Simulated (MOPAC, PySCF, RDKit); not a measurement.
Pair of molecules: CH2O (SMILES C=O) (first 4 atoms) with C2H3N (SMILES CC#N); geometry from B3LYP-D3(BJ)/def2-TZVP, rigid monomers moved along the line of their centres of mass till O2···H10 is 2.25 Å.
(charge 0, multiplicity 1):
| atom | x (Å) | y (Å) | z (Å) |
|---|---|---|---|
| C | -0.4693 | -0.4553 | 0.1650 |
| O | 0.6649 | -0.0557 | 0.1357 |
| H | -0.7102 | -1.5294 | 0.2560 |
| H | -1.3338 | 0.2294 | 0.1021 |
| C | 1.2243 | 0.3955 | 3.1066 |
| C | -0.1405 | -0.0924 | 3.0213 |
| N | -1.2173 | -0.4810 | 2.9111 |
| H | 1.2446 | 1.3830 | 3.5678 |
| H | 1.8329 | -0.2863 | 3.7007 |
| H | 1.6379 | 0.4608 | 2.0987 |

Monomers are frozen at their geometry in the pair; levels with a basis set take the counterpoise correction. Rows marked so take none. RDKit's UFF carries no charges.

Rows in STO-3G carry no dispersion term and start afresh at each structure. The state that PM3 reach isn't checked.

The values were computed with MOPAC for PM3 (differences of heats of formation); PySCF for STO-3G rows; RDKit for the force fields. 

Task: One of these levels gives 260.9 meV for the interaction energy. Name it.
A. HF/STO-3G (no counterpoise)
B. PM3
C. MMFF94
D. UFF

Result: D, UFF. The others give -20.5 (MMFF94), 164.8 (PM3), 50.5 (HF/STO-3G (no counterpoise))
